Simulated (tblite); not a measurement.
Isomers of C2H11NSi2. Computed values, GFN2-xTB/tblite, gas phase, harmonic and unscaled. This tight-binding method is rough: wavenumbers can miss measured ones by several per cent, in bad cases by 10 to 20. Modes of hydrogen on silicon can be 10 to 20 % off. One conformer each.

Electronic energies: GFN2-xTB at the same geometries; isomer energies are rough at this level and their order can be wrong.

| SMILES | electronic energy, lowest = 0 (kcal/mol) |
| --- | --- |
| CN[SiH2]C[SiH3] | 0.6 |
| CN[SiH2][SiH2]C | 6.5 |
| N[SiH2]CC[SiH3] | 1.8 |
| CN(C)[SiH2][SiH3] | 0.0 |

How do GFN2-xTB zero-point energies change the relative energies?

```tsv
SMILES	ZPE (kcal/mol)	of it from modes above 1550 cm⁻¹	electronic (kcal/mol)	with ZPE, lowest = 0 (kcal/mol)	lowest mode (cm⁻¹)	rings
CN(C)[SiH2][SiH3]	75.6	41.0	0.0	0.0	15i	0
CN[SiH2]C[SiH3]	75.4	42.0	0.6	0.5	62	0
N[SiH2]CC[SiH3]	75.5	42.8	1.8	1.8	37	0
CN[SiH2][SiH2]C	76.7	43.0	6.5	7.6	7	0
```

The zero-point energies span 1.3 kcal/mol, from `CN[SiH2]C[SiH3]` to `CN[SiH2][SiH2]C`. Slightly imaginary modes are left out of the zero-point energy: `CN(C)[SiH2][SiH3]` 15.1i cm⁻¹. The order is unchanged.
